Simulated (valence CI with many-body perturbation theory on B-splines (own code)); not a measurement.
## E1 transitions of In XXXVII

Method: relativistic CI+MBPT: three valence electrons over a frozen Dirac-Fock core [Ne], a basis of 11 s, 11 p, 10 d, 8 f, 5 g, 2 h functions for each j, with the one-electron correlation potential Σ1, the two-electron term Σ2, the three-electron term Σ3, Breit, model QED; selected CI, second order for the rest, scaled by the run's own slope (own B-spline code, finite nucleus).

The last digits are not significant, and no measured levels were compared; by estimate large intervals hold to a few tenths of a per cent, small ones and those within an open d or f shell to about a per cent.

Lines 1 to 50 of 573 in falling wavelength, among levels below 1172.5 eV, chosen from the strongest by gf and those to the six lowest levels. Wavelengths and rates use the calculated energies. Electric multipoles are in the length gauge, E1 and E2 with the static RPA response of the core. Weak lines are less certain than strong ones. Lines between different terms over intervals too small for the method are left out, as are lines whose strength nearly cancels. The highest levels of a list are the least certain.

Levels are named by their leading jj configuration (3d3/2^4 stands for four electrons in 3d with j = 3/2), which in mixed levels can hold well under half, so a name can repeat and another be missing. Letters in brackets count levels of one name in rising energy.

```csv
λ vac (Å),Upper,Lower,A (s⁻¹),S (a.u.)
361.6,(3s 3p1/2^2) J=1/2,(3s^2 3p3/2) J=3/2,2.25e+07,1.05e-03
308.7,(3s^2 4p1/2) J=1/2,(3s^2 4s) J=1/2,5.93e+09,1.72e-01
206.1,(3s^2 4p3/2) J=3/2,(3s^2 4s) J=1/2,1.78e+10,3.08e-01
173.3,(3p1/2 3p3/2 3d5/2) J=7/2 [b],(3s 3p3/2 3d5/2) J=5/2 [b],3.17e+09,6.52e-02
170.8,(3s 3p1/2 3p3/2) J=3/2 [a],(3s^2 3p3/2) J=3/2,4.84e+08,4.76e-03
168.4,(3p1/2 3p3/2 3d5/2) J=9/2,(3s 3p3/2 3d5/2) J=7/2 [b],2.48e+09,5.83e-02
156.8,(3p1/2 3d5/2^2) J=9/2,(3p3/2^2 3d3/2) J=7/2,3.53e+09,6.72e-02
156.3,(3p1/2 3d5/2^2) J=9/2,(3s 3d3/2 3d5/2) J=9/2 [b],2.51e+09,4.74e-02
156.0,(3p1/2 3d3/2^2) J=5/2,(3s 3d3/2^2) J=3/2,6.55e+09,7.35e-02
155.9,(3p1/2 3d3/2 3d5/2) J=9/2,(3s 3d3/2 3d5/2) J=7/2 [b],2.80e+09,5.23e-02
152.3,(3p1/2 3d3/2 3d5/2) J=7/2 [a],(3s 3d3/2 3d5/2) J=5/2 [a],3.34e+09,4.66e-02
151.2,(3s 3p1/2 3p3/2) J=5/2,(3s^2 3p3/2) J=3/2,3.54e+09,3.62e-02
151.1,(3p1/2 3d3/2 3d5/2) J=7/2 [b],(3s 3d3/2 3d5/2) J=9/2 [b],6.00e+09,8.17e-02
148.1,(3p1/2 3p3/2 3d5/2) J=9/2,(3s 3p3/2 3d5/2) J=7/2 [a],6.42e+09,1.03e-01
147.8,(3s 3p1/2 4s) J=3/2,(3s^2 4s) J=1/2,1.11e+10,7.06e-02
146.0,(3p1/2 3d3/2 3d5/2) J=7/2 [a],(3s 3d3/2 3d5/2) J=7/2 [a],5.98e+09,7.34e-02
143.1,(3s 3p1/2^2) J=1/2,(3s^2 3p1/2) J=1/2,7.00e+09,2.02e-02
141.4,(3p1/2 3d5/2^2) J=5/2,(3s 3d5/2^2) J=3/2,6.66e+09,5.58e-02
139.3,(3p1/2 3d3/2 3d5/2) J=5/2 [a],(3s 3d3/2 3d5/2) J=7/2 [a],5.78e+09,4.62e-02
138.2,(3p1/2 3d5/2^2) J=5/2,(3s 3d5/2^2) J=5/2,5.67e+09,4.43e-02
137.7,(3p1/2 3d3/2 3d5/2) J=9/2,(3s 3d3/2 3d5/2) J=9/2 [a],7.23e+09,9.30e-02
137.5,(3p1/2 3d3/2 3d5/2) J=9/2,(3p3/2^2 3d5/2) J=7/2,8.40e+09,1.08e-01
137.5,(3p1/2^2 3p3/2) J=3/2,(3s 3p1/2 3p3/2) J=3/2 [b],4.43e+09,2.27e-02
135.6,(3p1/2 3d3/2 3d5/2) J=7/2 [a],(3s 3d3/2^2) J=5/2,5.64e+09,5.56e-02
135.6,(3p1/2 3p3/2 3d3/2) J=3/2 [a],(3s 3p3/2 3d3/2) J=3/2 [a],8.25e+09,4.06e-02
135.5,(3p1/2 3d5/2^2) J=3/2,(3s 3d5/2^2) J=5/2,1.10e+10,5.41e-02
134.9,(3p1/2 3p3/2 3d3/2) J=7/2,(3s 3p3/2 3d3/2) J=7/2,6.41e+09,6.21e-02
134.0,(3p1/2 3p3/2 3d5/2) J=5/2 [c],(3s 3p3/2 3d5/2) J=7/2 [b],6.93e+09,4.93e-02
133.5,(3p1/2 3p3/2 3d5/2) J=3/2 [a],(3s 3p3/2 3d5/2) J=5/2 [a],9.16e+09,4.30e-02
131.0,(3p1/2 3d5/2^2) J=9/2,(3s 3d3/2 3d5/2) J=7/2 [b],1.19e+10,1.32e-01
130.8,(3p1/2 3d5/2^2) J=7/2,(3s 3d5/2^2) J=9/2,6.01e+09,5.31e-02
129.5,(3s 3p1/2 3p3/2) J=3/2 [b],(3s^2 3p3/2) J=3/2,4.32e+09,1.85e-02
127.9,(3p1/2 3d3/2 3d5/2) J=3/2 [a],(3s 3d3/2^2) J=5/2,9.47e+09,3.91e-02
127.8,(3p1/2 3p3/2^2) J=3/2 [a],(3s 3p3/2^2) J=5/2,1.07e+10,4.41e-02
126.2,(3p1/2 3p3/2 3d5/2) J=5/2 [b],(3s 3p3/2 3d5/2) J=5/2 [a],9.63e+09,5.74e-02
125.0,(3p1/2 3d5/2^2) J=9/2,(3s 3d5/2^2) J=9/2,7.29e+09,7.03e-02
124.9,(3p1/2^2 3d5/2) J=5/2,(3s 3p1/2 3d5/2) J=5/2 [b],1.49e+10,8.58e-02
123.6,(3s 3p1/2 3d5/2) J=5/2 [b],(3s 3p3/2^2) J=5/2,8.36e+09,4.67e-02
123.0,(3p1/2 3d5/2^2) J=7/2,(3s 3d3/2 3d5/2) J=9/2 [a],1.60e+10,1.18e-01
123.0,(3p1/2 3d3/2 3d5/2) J=5/2 [b],(3p3/2^2 3d3/2) J=3/2 [a],6.91e+09,3.81e-02
122.8,(3p1/2 3p3/2 3d5/2) J=5/2 [b],(3s 3p3/2 3d5/2) J=3/2 [a],7.87e+09,4.32e-02
121.6,(3p1/2 3d3/2 3d5/2) J=7/2 [b],(3s 3d5/2^2) J=9/2,5.88e+09,4.18e-02
121.6,(3p1/2 3d3/2 3d5/2) J=3/2 [b],(3s 3d3/2 3d5/2) J=3/2,1.05e+10,3.75e-02
120.8,(3p1/2^2 3d5/2) J=5/2,(3p1/2 3p3/2^2) J=3/2 [a],8.29e+09,4.33e-02
120.8,(3p1/2 3p3/2 3d5/2) J=5/2 [c],(3s 3p3/2 3d5/2) J=7/2 [a],9.21e+09,4.81e-02
120.7,(3p1/2 3p3/2 3d5/2) J=7/2 [a],(3s 3p3/2 3d5/2) J=9/2,2.24e+10,1.56e-01
119.6,(3s 3p1/2 3d3/2) J=3/2 [a],(3s 3p1/2 3p3/2) J=3/2 [b],4.20e+09,1.42e-02
119.5,(3p1/2^2 3d5/2) J=5/2,(3s 3p1/2 3d5/2) J=7/2,2.92e+10,1.47e-01
119.3,(3p1/2^2 3p3/2) J=3/2,(3s 3p1/2 3p3/2) J=5/2,2.67e+10,8.94e-02
119.1,(3p1/2 3p3/2 3d3/2) J=5/2,(3p1/2 3p3/2^2) J=5/2,7.45e+09,3.72e-02
```
